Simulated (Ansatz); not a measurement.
Cost and result for the atomization energy of C2H7AlFN, SMILES `[CH3][Al]([F])[CH2]N` (12 atoms, 11 bonds).

Cartesian coordinates in Å:
```
C -2.312 -0.110 0.032
Al -0.432 0.054 0.501
F -0.076 0.322 2.101
C 1.139 -0.058 -0.687
N 2.476 0.114 -0.091
H -2.466 -0.284 -1.036
H -2.778 -0.937 0.578
H -2.861 0.795 0.308
H 1.031 0.673 -1.500
H 1.123 -1.018 -1.219
H 2.539 1.015 0.366
H 2.617 -0.566 0.647
```

Charge 0, multiplicity 1. All single points use the PBE0-D4/def2-TZVP geometry. It is one conformer, not always the lowest. Program: Ansatz. All runs use 4 threads of an Arm Neoverse V1 on a shared host. Times are those of one run each, without the atoms' runs, and a repeat can differ threefold. Electronic energies, without spin–orbit coupling; frozen cores. CCSD(T)/CBS adds CCSD(T) − MP2 in def2-TZVPP to the MP2 limit, and its time is that of the two runs behind it. T1 = 0.011. HSE06 is the plane-wave form, built on full-range PBE exchange.

CCSD(T)/CBS is a level of theory with its own doubt, some kJ/mol a heavy atom from the limit and from the frozen cores, so smaller differences don't rank the functionals.

| level | functions | wall time | atomization (kcal/mol) | difference from CCSD(T)/CBS | per bond |
| --- | --- | --- | --- | --- | --- |
| LDA (SPW92)/def2-TZVPP | 264 | 1.2 s | 1197.2 | 141.0 | 12.8 |
| PBE0-D4/def2-TZVPP | 264 | 2.7 s | 1053.2 | -3.0 | -0.3 |
| HSE06-D4/def2-TZVPP | 264 | 3 s | 1053.9 | -2.3 | -0.2 |
| r2SCAN-D4/def2-TZVPP (with forces) | 264 | 4.3 s | 1055.0 | -1.2 | -0.1 |
| r2SCANh-D4/def2-TZVPP | 264 | 5 s | 1048.6 | -7.6 | -0.7 |
| B2PLYP/def2-TZVPP | 264 | 5.5 s | 1044.9 | -11.3 | -1.0 |
| PBE-QIDH/def2-TZVPP | 264 | 5.5 s | 1045.5 | -10.7 | -1.0 |
| CCSD(T)/def2-SVP | 109 | 5.5 s | 995.8 | -60.4 | -5.5 |
| B97M-V/def2-TZVPP | 264 | 8 s | 1056.0 | -0.2 | 0.0 |
| ωB97X-V/def2-TZVPP | 264 | 8 s | 1057.0 | 0.8 | 0.1 |
| MP2/def2-QZVPP | 508 | 22 s | 1060.2 | 4.0 | 0.4 |
| CCSD(T)/def2-TZVPP | 264 | 2.9 min | 1027.8 | -28.4 | -2.6 |
| CCSD(T)/CBS(def2) | – | 3.3 min | 1056.2 | 0.0 | 0.0 |

In def2-TZVPP, CCSD(T) changes the Hartree–Fock value by +259.2 kcal/mol (the triples alone add +13.9 kcal/mol) and MP2 by +274.6 kcal/mol; breaking electron pairs costs correlation energy, which Hartree–Fock lacks. Leaving LDA and LC-ωPBE aside and taking each functional with its dispersion term where it has one, the values, not all of them listed here, spread over 46.6 kcal/mol, from BHLYP-D4 to PBE-D4. LDA lies +129.8 kcal/mol from PBE without D4, its usual overbinding. From r2SCAN to r2SCAN0 (25 % exact exchange), in def2-TZVPP and without D4, the atomization energy moves by −15.8 kcal/mol: exact exchange takes away binding that semilocal exchange gives to molecules.
